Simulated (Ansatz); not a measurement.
Gas-phase electronic energies from Ansatz, PBE0-D4/def2-TZVP geometries. CCSD(T)/CBS is the MP2 limit (def2-TZVPP, def2-QZVPP) plus CCSD(T) − MP2 in def2-TZVPP, frozen cores. DFT in def2-TZVPP. B3LYP here is the variant with VWN-RPA as its local correlation; programs differ in this. def2 core potentials past Kr. For Sn outer-core shells are correlated without core-valence functions, which leaves a few kJ/mol of doubt a bond. One conformer a species, not always the lowest.

Reaction (ligand exchange at the Sn–N bond): `C[SiH2][NH][SnH3]` + `CCS` → `CC[S][SnH3]` + `C[SiH2]N`

```tsv
level	ΔE (kcal/mol)	difference from CCSD(T)/CBS
B3LYP-D4	-12.7	-0.7
ωB97X-V	-11.7	0.3
ωB97M-V	-12.3	-0.3
B3LYP	-13.0	-1.0
MP2/def2-TZVPP	-11.7	0.3
CCSD/def2-TZVPP	-10.8	1.2
CCSD(T)/def2-TZVPP	-10.9	1.1
HF/def2-QZVPP	-11.4	0.6
HF/CBS(def2)	-11.4	0.6
CCSD/CBS(def2)	-11.9	0.1
CCSD(T)/CBS	-12.0	0
```

Largest T1 diagnostic among the species: 0.012.
